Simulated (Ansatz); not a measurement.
Reaction (redistribution): `[F][AlH][SeH]` + `N[SiH2]OCO` → `[OH][Al]([F])[SeH]` + `CO[SiH2]N`

Computed with Ansatz on PBE0-D4/def2-TZVP structures; ΔE is electronic, products minus reactants. CCSD(T)/CBS is the MP2 limit (def2-TZVPP, def2-QZVPP) plus CCSD(T) − MP2 in def2-TZVPP, frozen cores. This one scheme is used for every species. DFT in def2-TZVPP. For Se outer-core shells are correlated without core-valence functions, which leaves a few kJ/mol of doubt a bond. Scalar relativity is left out up to krypton. Each species was taken in one conformer, which may not be the lowest.

`[F][AlH][SeH]`:

Z-matrix (Å, degrees):
```
Al
F 1 1.647
Se 1 2.302 2 115.9
H 1 1.570 2 119.6 3 180.0
H 3 1.470 1 90.0 2 -180.0
```

`N[SiH2]OCO`:

Z-matrix (Å, degrees):
```
Si
O 1 1.660
N 1 1.702 2 112.2
H 1 1.482 2 110.4 3 -118.0
H 1 1.487 2 106.2 3 120.1
C 2 1.395 1 122.4 3 -153.9
H 3 1.007 1 121.7 2 64.1
H 3 1.006 1 120.6 2 -86.0
O 6 1.396 2 112.7 1 -66.1
H 6 1.096 2 106.7 1 171.1
H 6 1.096 2 111.1 1 51.7
H 9 0.962 6 108.2 2 -63.4
```

`[OH][Al]([F])[SeH]`:

Z-matrix (Å, degrees):
```
Al
F 1 1.641
Se 1 2.301 2 118.9
O 1 1.680 2 117.9 3 -180.0
H 3 1.469 1 90.3 2 0.1
H 4 0.955 1 125.2 2 -179.9
```

`CO[SiH2]N`:

Z-matrix (Å, degrees):
```
C
O 1 1.406
H 1 1.096 2 111.5
H 1 1.097 2 111.6 3 121.4
H 1 1.092 2 108.5 3 -119.3
Si 2 1.645 1 122.7 3 -65.4
N 6 1.706 2 116.5 1 62.3
H 6 1.489 2 109.1 1 -56.3
H 6 1.479 2 103.1 1 -177.3
H 7 1.005 6 122.3 2 -93.4
H 7 1.006 6 123.2 2 68.6
```

CCSD(T)/CBS gives -184.1 kJ/mol.

(1) Another level gave -183.5 kJ/mol. Which?
A. PBE0/def2-TZVPP
B. HF/def2-TZVPP
C. B2PLYP/def2-TZVPP
D. MP2/def2-TZVPP

Largest T1 diagnostic among the species: 0.011.

Results:

(1) C. B2PLYP -183.5, HF/def2-TZVPP -178.3, PBE0 -172.3, MP2/def2-TZVPP -189.3 kJ/mol.

From PBE to PBE0 (25 % exact exchange), in def2-TZVPP and without D4, ΔE moves by −3.3 kJ/mol.
